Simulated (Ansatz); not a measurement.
`[SiH3][SiH2][SiH2][GeH3]`. Total charge 0; spin multiplicity 1.

| atom | x (Å) | y (Å) | z (Å) |
| --- | --- | --- | --- |
| Si1 | -1.545 | 1.573 | 0.839 |
| Si2 | -1.205 | -0.740 | 0.828 |
| Si3 | 0.225 | -1.315 | -0.928 |
| Ge4 | 2.246 | -0.067 | -0.764 |
| H5 | -2.122 | 2.007 | -0.463 |
| H6 | -2.471 | 1.978 | 1.931 |
| H7 | -0.244 | 2.267 | 1.033 |
| H8 | -2.510 | -1.448 | 0.700 |
| H9 | -0.576 | -1.149 | 2.116 |
| H10 | -0.434 | -1.000 | -2.227 |
| H11 | 0.535 | -2.772 | -0.904 |
| H12 | 1.957 | 1.432 | -0.951 |
| H13 | 3.261 | -0.504 | -1.833 |
| H14 | 2.883 | -0.262 | 0.623 |

Task: List the harmonic frequencies (cm⁻¹, unscaled) at PBE0-D4/def2-TZVP in Ansatz. (Estimate.)

Result: The calculation gave: 25, 68, 74, 110, 118, 307, 334, 347, 401, 429, 436, 470, 515, 548, 645, 678, 688, 741, 805, 874, 882, 884, 908, 925, 939, 941, 2143, 2150, 2152, 2198, 2203, 2209, 2215, 2215, 2226, 2227.

Task: Is this a minimum?

Result: Yes, all 36 modes are real.

Task: Give the ideal-gas thermochemistry at 298.15 K and 1 bar (rigid rotor, harmonic oscillator; point group C1, symmetry number 1).

Result: Zero-point energy 215.5 kJ/mol; H(298) − E = 245.1 kJ/mol; entropy 429.2 J/(mol·K), of which translation 172.7, rotation 124.0, vibration 132.5; G(298) − E = 117.1 kJ/mol. Modes under 100 cm⁻¹ are hindered rotations or soft bends, so the harmonic entropy is rough.

Task: And at 400, 500, 600, 800 and 1000 K?

Result: 
```tsv
T (K)	H − E (kJ/mol)	S (J/mol/K)	G − E (kJ/mol)
400	262.9	480.4	70.7
500	282.9	524.9	20.4
600	304.8	564.9	-34.1
800	353.3	634.4	-154.2
1000	406.4	693.5	-287.2
```
